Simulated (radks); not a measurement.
All-electron atom: Gd3+ in [Xe] 4f7. All-electron calculation, Dirac Kohn-Sham, LDA (Slater exchange, Perdew-Wang correlation), spin-unpolarised, spherical densities, finite nucleus; open shells are shared between the two j in proportion to 2j + 1; Fermi nuclear charge, rms radius 5.1569 fm. Program: a radial shooting solver on a logarithmic mesh with Libxc functionals.

Spin-orbit splittings of the eigenvalues, e(l+1/2) - e(l-1/2), with zeta = 2 splitting/(2l+1) and mean radii in bohr:

shell  occ.  splitting (eV)  zeta (eV)  <r> j=l-1/2  <r> j=l+1/2
2p        6           695.0      463.3      0.07749      0.08432
3p        6           142.5      95.01       0.2338       0.2469
3d       10           31.08      12.43       0.2188       0.2229
4p        6           31.89      21.26       0.5649       0.5947
4d       10           5.764      2.306       0.6304       0.6409
4f        7          0.7656     0.2187       0.8448       0.8558
5p        6           4.580      3.053        1.469        1.555
5d        0               ?          ?        2.127        2.162

Estimate the 5d splitting.

Answer. 0.4508 eV (zeta = 0.1803 eV).
